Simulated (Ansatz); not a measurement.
The first iterations of a band of F3H4NOZr (10 atoms, charge 0, multiplicity 1).

These are results of RKS PBE0-D4/def2-SVP in Ansatz 0.2.0, not measurements.

* movable images: 7
* climbing image: yes
* spring: 5.0 eV/Å²
* optimiser: quadratic models (default)
* start path: straight line
* force threshold: 0.05 eV/Å
* iteration limit: 60
* end points: relaxed

Initial state:

```xyz
10
Properties=species:S:1:pos:R:3
Zr -0.018 -0.235 0.061
O -0.214 -0.211 2.099
H -0.544 0.311 2.832
F 1.735 0.118 -0.619
F -1.047 1.283 -0.452
N -0.986 -1.717 -0.904
H -0.801 -2.706 -0.756
H -1.690 -1.612 -1.631
F 0.882 -2.020 1.277
H 0.482 -1.430 2.000
```

Final state:

```xyz
10
Properties=species:S:1:pos:R:3
Zr 0.422 -0.549 0.119
O -0.990 -0.570 2.007
H -1.385 0.278 2.243
F 1.990 -0.021 -0.849
F -0.417 1.194 0.198
N -0.649 -1.752 -1.098
H -0.529 -2.758 -1.194
H -1.340 -1.444 -1.779
F 1.314 -1.625 1.460
H -0.616 -0.973 2.802
```

| iteration | highest image above the first end (eV) | largest band force component (eV/Å) |
| --- | --- | --- |
| 1 | 0.249 | 2.982 |
| 2 | 0.011 | 1.026 |
| 3 | 0.000 | 0.832 |
| 4 | 0.000 | 0.651 |
| 5 | 0.000 | 0.585 |

Question: Does the band converge within its limit, and where does its top end?

Answer: The forces met the threshold. It ended after 15 iterations with the highest image 0.000 eV above the first end. The highest image is an end point: on this band no image between the ends rises above it. The orbitals stay closed-shell, which can raise the energy where a bond breaks towards radicals; this wasn't checked here.

The run took 4.2 min on 4 threads of Intel(R) Xeon(R) Platinum 8259CL CPU @ 2.50GHz (Skylake/Cascade Lake), on a shared host, peak memory 0.34 GiB.
